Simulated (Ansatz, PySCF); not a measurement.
I₃Y, SMILES [I][Y-]([I])[I] (connectivity only; charge and spin as stated), charge -1, multiplicity 2. Atoms are numbered in the order given.

```xyz
4

Y      0.0000     0.0000    -0.0508
I      2.5101    -1.4492    -0.0508
I      0.0000     2.8985    -0.0508
I     -2.5101    -1.4493    -0.0508
```
Charge -1, spin multiplicity 2.

Coordinates come from a PBE0-D3(BJ)/def2-SVPD optimisation. The spin state was assumed, not searched. The def2 effective core potentials stand for the cores of I, Y; spin–orbit coupling is left out.

Two levels are set side by side: PBE-D3(BJ)/def2-SVPD (Ansatz, a first-principles code) and PBE0-D3(BJ)/def2-SVPD (Ansatz). Each level has its own optimised geometry; the coordinates shown are those of the second. Frequencies come from the Hessian of PySCF at each geometry. Differences are taken from unrounded values.

| quantity | PBE0-D3(BJ) |
|---|---|
| mean bond length (Å) | 2.898 |
| bond Y1–I2 (Å) | 2.898 |
| bond Y1–I3 (Å) | 2.898 |
| bond Y1–I4 (Å) | 2.898 |
| highest harmonic wavenumber (cm⁻¹) | 196 |
| mean harmonic wavenumber (cm⁻¹) | 100 |
| zero-point energy (kcal/mol) | 0.86 |

**Question.** What does PBE-D3(BJ) give, and how far is it from PBE0-D3(BJ)? (Estimate from the structure and the level; the computed values follow.)

**Answer.** 
```tsv
quantity	PBE-D3(BJ)	PBE-D3(BJ) minus PBE0-D3(BJ)
mean bond length (Å)	2.903	0.004
bond Y1–I2 (Å)	2.903	0.004
bond Y1–I3 (Å)	2.903	0.004
bond Y1–I4 (Å)	2.903	0.004
highest harmonic wavenumber (cm⁻¹)	193	-3
mean harmonic wavenumber (cm⁻¹)	99	-2
zero-point energy (kcal/mol)	0.85	-0.01
```

Here PBE gives about what the other level gives.
